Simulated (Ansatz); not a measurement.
Consider the ligand exchange at a B–F bond: `FB(F)Br` + CH₃OH → `COB(F)Br` + H–F.

Gas-phase electronic energies from Ansatz, PBE0-D4/def2-TZVP geometries. CCSD(T)/CBS adds triple-zeta CCSD(T) − MP2 to the extrapolated MP2 energy (def2 sets, frozen cores). This one scheme is used for every species. DFT in def2-TZVPP. For Br outer-core shells are correlated without core-valence functions, which leaves a few kJ/mol of doubt a bond. Scalar relativity is left out up to krypton. Each species was taken in one conformer, which may not be the lowest.

```csv
species,revPBE energy (Eh)
`FB(F)Br`,-2798.64632
CH₃OH,-115.73606
`COB(F)Br`,-2813.92199
H–F,-100.45745
```

Q: Work out ΔE.

A: ΔE = (-2813.92199) + (-100.45745) − (-2798.64632) − (-115.73606) = 0.00294 Eh = +0.08 eV. CCSD(T)/CBS gives -0.06 eV.

Largest T1 diagnostic among the species: 0.011.

The D4 term adds −0.08 eV with B3LYP and −0.04 eV with PBE0; it sums over pairs of atoms, weighted by their polarisabilities, and B3LYP, whose exchange is more repulsive, gets the larger term. Leaving LDA and LC-ωPBE aside and taking each functional with its dispersion term where it has one, the values, not all of them listed here, spread over 0.09 eV, from revPBE-D4 to B97M-V. LDA lies −0.11 eV from PBE without D4. From BLYP to BHLYP (50 % exact exchange), in def2-TZVPP and without D4, ΔE moves by −0.03 eV.

B3LYP here is the variant with VWN-RPA as its local correlation; programs differ in this.
